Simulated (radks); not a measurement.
The numbers below are computed, except where a source is named.
Problem. Species: the mercury ion Hg46+. Configuration: [Ar] 3d10 4s2 4p4 (the NIST ground configuration). Level of theory: non-relativistic Kohn-Sham, TPSS, spin-polarised, spherical densities, point nucleus; open shells are filled with parallel spins first (spin-orbit coupling, left out, can overturn this in heavy ions); meta-GGA in the generalised Kohn-Sham scheme; relativity is left out, which matters for an element this heavy (a radial shooting solver on a logarithmic mesh with Libxc functionals). Some entries of the table are withheld. Estimate them.

| orbital | occ. | eigenvalue (eV) | <1/r> (bohr^-1) |
|---|---|---|---|
| 1s up | 1 | -77384.11 | 79.46 |
| 1s down | 1 | -77382.00 | 79.46 |
| 2s up | 1 | -14865.70 | 18.74 |
| 2s down | 1 | -14864.89 | 18.74 |
| 2p up | 3 | -14390.42 | 18.77 |
| 2p down | 3 | -14388.73 | 18.77 |
| 3s up | 1 | -5154.501 | 7.417 |
| 3s down | 1 | -5153.162 | 7.416 |
| 3p up | 3 | -4936.289 | 7.365 |
| 3p down | 3 | -4934.408 | 7.364 |
| 3d up | 5 | -4538.381 | 7.278 |
| 3d down | 5 | -4536.390 | 7.278 |
| 4s up | 1 | (1) | 3.743 |
| 4s down | 1 | (2) | 3.741 |
| 4p up | 3 | -2420.412 | (3) |
| 4p down | 1 | -2409.762 | (4) |

Solution. 
(1) 4s up eigenvalue (eV): -2517.660
(2) 4s down eigenvalue (eV): -2506.722
(3) 4p up <1/r> (bohr^-1): 3.693
(4) 4p down <1/r> (bohr^-1): 3.692
